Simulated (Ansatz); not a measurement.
The cluster SiAu₂⁺. Charge 1, multiplicity 2. Geometry PBE-D4/def2-TZVP, that of the neutral singlet.

Cartesian coordinates in Å:
```
Au 0.793 -0.943 -1.225
Au 0.232 1.112 1.315
Si -1.026 -0.169 -0.090
```

In the def2 sets Au takes a core potential; there is no spin–orbit coupling. The structure comes from a short search, and lower isomers may exist.

Question: Estimate the α-spin orbital energies around the gap (eV) in Ansatz with PBE-D4/def2-TZVP, r2SCAN-D4/def2-TZVP, PBE0-D4/def2-TZVP.

Answer: 
| orbital | PBE-D4/def2-TZVP | r2SCAN-D4/def2-TZVP | PBE0-D4/def2-TZVP |
| --- | --- | --- | --- |
| HOMO−5 | -13.12 | -13.37 | -14.61 |
| HOMO−4 | -13.10 | -13.35 | -14.60 |
| HOMO−3 | -12.91 | -13.15 | -14.39 |
| HOMO−2 | -12.88 | -13.12 | -14.37 |
| HOMO−1 | -11.69 | -11.90 | -12.46 |
| HOMO | -11.36 | -11.47 | -12.09 |
| LUMO | -9.52 | -9.36 | -8.62 |
| LUMO+1 | -7.89 | -7.63 | -7.04 |
| LUMO+2 | -7.87 | -7.62 | -6.98 |
| LUMO+3 | -5.50 | -5.17 | -4.83 |
| LUMO+4 | -4.76 | -4.38 | -4.03 |
| LUMO+5 | -4.67 | -4.25 | -3.94 |
| β HOMO | -11.24 | -11.35 | -11.93 |
| β LUMO | -11.00 | -10.67 | -9.97 |
